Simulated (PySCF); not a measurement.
Job file and geometry (Å, from GFN2-xTB) of an NMR shielding run on SMILES B/C=C(/C)C(=C)C, C$_{6}$H$_{11}$B, GIAO PBE0/pcSseg-1 NMR shielding, non-relativistic, gas phase in PySCF; density fitting, a coarse starting grid and PySCF grid level 2 are the driver's defaults:

```
$ OMP_NUM_THREADS=1 python probes_run.py task.json out

{"job": {"kind": "nmr", "xc": "PBE0", "basis": "pcSseg-1"}, "charge": 0, "multiplicity": 1}
B     -0.592160     2.025589    -1.263424
C      0.584215     1.468461    -0.454424
C      0.681289     0.230708     0.065224
C      1.906372    -0.256713     0.775391
C     -0.420401    -0.759138     0.013774
C     -0.355965    -1.829730    -0.762535
C     -1.574454    -0.487369     0.932523
H     -1.469932     1.331663    -1.607957
H     -0.602192     3.157850    -1.564312
H      1.453162     2.103593    -0.301933
H      2.302593    -1.132229     0.261556
H      2.674826     0.511621     0.815311
H      1.656083    -0.565145     1.790714
H      0.477758    -2.005601    -1.421024
H     -1.149028    -2.557680    -0.791491
H     -2.311511    -1.284650     0.874791
H     -1.224689    -0.402008     1.961727
H     -2.044724     0.457094     0.664432
```

Problem. What does the program print?

Solution. 
```
coarse grid: 14424 points
cycle   1  E = -259.5870485766  dE =  6.472e-01  |g| = 4.458e-01  |ddm| = 3.707e+00
cycle   2  E = -259.5780971319  dE =  8.951e-03  |g| = 5.023e-01  |ddm| = 8.725e-01
cycle   3  E = -259.6401507062  dE = -6.205e-02  |g| = 1.140e-01  |ddm| = 4.841e-01
cycle   4  E = -259.6432727575  dE = -3.122e-03  |g| = 3.388e-02  |ddm| = 1.332e-01
cycle   5  E = -259.6435696798  dE = -2.969e-04  |g| = 8.981e-03  |ddm| = 4.363e-02
cycle   6  E = -259.6435887951  dE = -1.912e-05  |g| = 3.012e-03  |ddm| = 9.435e-03
cycle   7  E = -259.6435910965  dE = -2.301e-06  |g| = 6.889e-04  |ddm| = 3.252e-03
final grid: 137552 points
cycle   8  E = -259.6850341799  dE = -4.721e-05  |g| = 8.316e-03  |ddm| = 4.068e-02
cycle   9  E = -259.6850294270  dE =  4.753e-06  |g| = 9.288e-03  |ddm| = 1.799e-02
cycle  10  E = -259.6850523577  dE = -2.293e-05  |g| = 2.011e-03  |ddm| = 1.043e-02
cycle  11  E = -259.6850534192  dE = -1.061e-06  |g| = 2.547e-04  |ddm| = 1.953e-03
cycle  12  E = -259.6850534334  dE = -1.428e-08  |g| = 7.740e-05  |ddm| = 2.498e-04
cycle  13  E = -259.6850534350  dE = -1.559e-09  |g| = 3.126e-05  |ddm| = 1.022e-04
cycle  14  E = -259.6850534352  dE = -2.275e-10  |g| = 8.003e-06  |ddm| = 3.180e-05
converged SCF energy = -259.6850534352

GIAO shielding tensors (ppm)
atom      isotropic    diamagn.    paramagn.     s11        s22        s33       span
  0 B       31.627     194.905    -163.279    -19.524    -19.037    133.441    152.965
  1 C       46.893     253.051    -206.158    -66.441     45.737    161.383    227.825
  2 C       -3.429     260.420    -263.848   -122.046    -28.225    139.984    262.029
  3 C      152.841     247.922     -95.081    127.557    148.288    182.679     55.122
  4 C       28.202     262.444    -234.243    -89.801     30.119    144.288    234.089
  5 C       69.493     253.356    -183.863    -31.887     85.253    155.112    186.998
  6 C      152.882     247.161     -94.279    124.351    150.621    183.673     59.322
  7 H       24.739      31.565      -6.827     17.304     27.097     29.815     12.511
  8 H       24.874      30.260      -5.386     20.057     26.752     27.812      7.756
  9 H       24.670      32.580      -7.910     20.900     24.348     28.763      7.863
 10 H       29.341      30.000      -0.659     25.532     28.942     33.549      8.017
 11 H       29.618      30.614      -0.996     26.068     28.038     34.748      8.680
 12 H       29.170      29.788      -0.618     25.795     28.529     33.186      7.391
 13 H       26.801      32.610      -5.810     23.321     26.000     31.081      7.761
 14 H       26.315      31.398      -5.083     23.400     25.842     29.703      6.304
 15 H       29.624      30.312      -0.689     26.297     27.905     34.670      8.373
 16 H       29.456      30.058      -0.601     25.933     28.707     33.729      7.795
 17 H       29.783      30.743      -0.961     26.115     28.924     34.309      8.194
```

Size and cost of the density-fitted run: 174 basis functions, 57 s wall time on 1 thread of an Arm Neoverse N1, shared host; peak memory 0.79 GiB.
